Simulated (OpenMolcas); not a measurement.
## Ni2+ in a point-charge field

Ni2+ among 2 point charges of -1 e arranged as a linear pair (D∞h), 1.99 Å from the ion.
```
   0.0000    0.0000    1.9900  -1.00
   0.0000    0.0000   -1.9900  -1.00
```

```
Program             : OpenMolcas 26.06
Method              : CASSCF
Basis               : ANO-RCC-VDZP [5s4p2d1f]
Scalar Hamiltonian  : DKH2, point nucleus
Active space        : 8 electrons in 5 orbitals (3d)
State averaging     : 2S+1 = 3 even, 10 roots; 2S+1 = 1 even, 15 roots
Spin-orbit coupling : state interaction with AMFI integrals over the reference wave functions
```

The lowest spin-free states (labels by Λ), above the lowest:

```csv
State,Degeneracy,E (cm-1),Free-ion L (%)
3Π,2,0.0,F (97)
3Σ,1,130.8,F (98)
3Δ,2,850.3,F (100)
3Φ,2,3081,F (100)
1Δ,2,15828,D (99)
1Σ,1,16556,D (80)
1Π,2,17274,D (87)
3Π,2,19150,P (97)
1Σ,1,23300,G (80)
1Π,2,23509,G (87)
1Δ,2,24822,G (99)
3Σ,1,25267,P (98)
1Φ,2,27935,G (100)
1Γ,2,31907,G (100)
1Σ,1,63248,S (99)
```

The lowest levels with spin-orbit coupling:

```json
{"E (cm-1)": "0.0", "Degeneracy": "1", "2S+1": "3", "g": ""}
{"E (cm-1)": "44.8", "Degeneracy": "2", "2S+1": "3", "g": "0.00 0.00 2.63"}
{"E (cm-1)": "228.9", "Degeneracy": "2", "2S+1": "3", "g": "0.00 0.00 5.58"}
{"E (cm-1)": "1012", "Degeneracy": "2", "2S+1": "3", "g": "0.00 0.00 7.93"}
{"E (cm-1)": "1316", "Degeneracy": "1", "2S+1": "3", "g": ""}
{"E (cm-1)": "1627", "Degeneracy": "2", "2S+1": "3", "g": "0.00 0.00 2.85"}
{"E (cm-1)": "2084", "Degeneracy": "2", "2S+1": "3", "g": "0.00 0.00 4.36"}
{"E (cm-1)": "2326", "Degeneracy": "1", "2S+1": "3", "g": ""}
{"E (cm-1)": "2827", "Degeneracy": "2", "2S+1": "3", "g": "0.00 0.00 0.53"}
{"E (cm-1)": "3016", "Degeneracy": "2", "2S+1": "3", "g": "0.00 0.00 10.00"}
{"E (cm-1)": "4175", "Degeneracy": "2", "2S+1": "3", "g": "0.00 0.00 6.08"}
{"E (cm-1)": "5110", "Degeneracy": "2", "2S+1": "3", "g": "0.00 0.00 2.07"}
{"E (cm-1)": "16631", "Degeneracy": "2", "2S+1": "1", "g": "0.00 0.00 4.15"}
{"E (cm-1)": "17458", "Degeneracy": "1", "2S+1": "1", "g": ""}
{"E (cm-1)": "18008", "Degeneracy": "2", "2S+1": "1 (88 %)", "g": "0.00 0.00 2.01"}
{"E (cm-1)": "20059", "Degeneracy": "2", "2S+1": "3", "g": "0.00 0.00 5.84"}
{"E (cm-1)": "20346", "Degeneracy": "2", "2S+1": "3 (88 %)", "g": "0.00 0.00 2.00"}
{"E (cm-1)": "20459", "Degeneracy": "1", "2S+1": "3", "g": ""}
{"E (cm-1)": "20464", "Degeneracy": "1", "2S+1": "3", "g": ""}
{"E (cm-1)": "24255", "Degeneracy": "1", "2S+1": "1", "g": ""}
```

Powder χT (cm3 K/mol): 0.239 at 2 K, 1.19 at 10 K, 3.09 at 50 K, 3.4 at 100 K, 3.58 at 200 K, 3.63 at 300 K. The effective moment at 300 K is 2.828 √(χT) = 5.39 μB.

The lowest level has 2S+1 = 3, for which the spin-only value is χT = S(S+1) / 2 = 1.000 cm3 K/mol (g = 2). The computed 3.634 at 300 K differs by +2.634, through orbital momentum, spin-orbit coupling and any other state in reach.

Spin-orbit coupling mixes the spin-free states strongly: the lowest level takes only 54 % from its leading state, 3Σ, which lies 131 cm-1 above the lowest spin-free state. Without dynamic correlation the repulsion within the d shell is too large (B by tens of per cent), so at a given field states of lower spin stand too high. The ground term spreads over less than 5000 cm-1, several times less than with real ligands, so orbital moments are less quenched and χT lies further from the spin-only value than at real sites. This is an electrostatic model: the charges have no orbitals. No measured value stands beside these numbers.

With an even number of electrons the g values are those of a degenerate or nearly degenerate non-Kramers pair.
